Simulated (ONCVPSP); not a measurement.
Transferability test, ONCV potential for Co (Z = 27)

| Property | Result |
| --- | --- |
| Element | Co (Z = 27) |
| Generator | ONCVPSP 4.0.1 |
| Type | optimised norm-conserving Vanderbilt (ONCV) |
| Functional | LDA (Perdew-Wang 92) |
| Relativity | scalar-relativistic |
| Frozen core | [Ne] |
| Valence charge | 17 |
| Reference configuration | 3s2 3p6 3d7 4s1 (charge +1) |
| Partial waves | 3s+4s: rc 1.50 bohr, ncon 4, nbas 9, qcut 7.7 1/bohr, 2 projectors; 3p: rc 0.95 bohr, ncon 3, nbas 8, qcut 11.5 1/bohr, 1 projector; 3d: rc 1.80 bohr, ncon 4, nbas 8, qcut 9.4 1/bohr, 3 projectors, debl 0.5 Ha |
| Local potential | polynomial inside 0.65 bohr (lpopt 4, dvloc0 3 Ha) |
| Core correction | Teter function, fcfact 4, rcfact 1.7 |

In the d channel the program set the typed energies aside and used -0.635, 0.250, 0.750 Ha.

Energies are relative to the spin-unpolarised reference configuration 3s2 3p6 3d7 4s1; without spin polarisation the order of configurations can differ from experiment.

```csv
valence configuration,charge,ΔE all-electron (eV),error AE − PS (meV)
3s2 3p6 3d7 4s2,0,-9.289,+3.0
3s2 3p6 3d7 4s0,+2,17.078,+1.8
3s1 3p6 3d7 4s2,+1,100.707,-721
```

(1) What are ΔE and the potential's error for 3s2 3p6 3d6 4s0?

Levels in the configuration 3s2 3p6 3d7 4s0:

| level | all-electron (eV) | pseudo (eV) |
| --- | --- | --- |
| 3s | -121.036 | -121.116 |
| 3p | -84.694 | -84.737 |
| 3d | -27.395 | -27.438 |

Results:

(1) ΔE = 53.272 eV all-electron; the error (AE − PS) is +104 meV.
